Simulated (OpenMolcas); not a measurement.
4d⁵ along the 41-electron sequence

```json
{
 "Program": "OpenMolcas",
 "Method": "CASSCF",
 "Basis": "ANO-RCC-VQZP",
 "Scalar Hamiltonian": "DKH2, point nucleus",
 "Spin-orbit coupling": "RASSI with atomic mean-field integrals over the reference wave functions, term energies averaged over their components"
}
```

Active space for each ion: 5 electrons in 5 orbitals (4d).

Computed levels in cm-1 above ⁶S_5/2:

```csv
Level,Mo+,Tc2+,Ru3+,Rh4+,Pd5+,Ag6+
⁴G_5/2,20713,24375,27511,30305,32958,35221
⁴G_7/2,20783,24497,27708,30610,33410,35900
⁴G_11/2,20802,24530,27762,30693,33533,36081
⁴G_9/2,20825,24570,27825,30789,33671,36280
⁴P_5/2,23640,27702,31090,34031,36784,39068
⁴P_3/2,23818,27996,31526,34638,37585,40097
⁴P_1/2,24051,28383,32105,35446,38658,41492
⁴D_7/2,25622,30145,34046,37573,40980,44037
⁴D_1/2,25863,30553,34688,38518,42294,45824
weight of ⁶S in the lowest level (%),100,100,99,99,99,98
```

Mixed levels, with the weight of the term that names them: Tc2+ ⁴P_5/2 (74 %), Ru3+ ⁴P_5/2 (69 %), Ru3+ ⁴P_3/2 (73 %), Rh4+ ⁴P_5/2 (64 %), Rh4+ ⁴P_3/2 (69 %), Pd5+ ⁴P_5/2 (60 %), Pd5+ ⁴P_3/2 (65 %), Ag6+ ⁴P_5/2 (56 %), Ag6+ ⁴P_3/2 (62 %).

Measured, with the error of the calculation in %. Measured levels: Mo+ from NIST Handbook of Basic Atomic Spectroscopic Data; Ag6+ from the list in Gamrath, thesis, University of Mons (2023).

| Level | Mo+ | Ag6+ |
| --- | --- | --- |
| ⁴G_5/2 | 15199 (+36.3) | 29390 (+19.8) |
| ⁴G_7/2 | 15331 (+35.6) | 30378 (+18.2) |
| ⁴G_11/2 | 15447 (+34.7) | 30662 (+17.7) |
| ⁴G_9/2 | 15428 (+35.0) | 30907 (+17.4) |
| ⁴P_3/2 |  | 32994 (+21.5) |
| ⁴P_1/2 |  | 34605 (+19.9) |
| ⁴D_7/2 |  | 36485 (+20.7) |
| ⁴D_1/2 |  | 38685 (+18.5) |

⁴G_5/2 changes by a factor of 1.7 over the same range, with steps per unit of Z of +3660, +3140, +2790, +2650, +2260 cm-1.

Without dynamic correlation excited terms often stand tens of per cent too high (terms of higher spin than the ground term too low), and those without a measured partner can miss by more than the paired ones. Some high roots are left out of the spin-orbit mixing, which shifts the levels that they would mix with (holds for Mo+). Configurations with an s electron lie low at this charge and mix in, so terms can be misplaced (holds for Mo+). Levels of configurations with an s electron are missing; early in the row they begin among the upper levels of the d shell and mix with terms of their name (holds for Tc2+). Measured partners are found by configuration, term and J. A level has none where our copy of the source lacks it or the pairing is in doubt (some pairs that miss far off the trend of their configuration count as doubtful), and it then counts in no deviation. Only configurations of the active space appear.
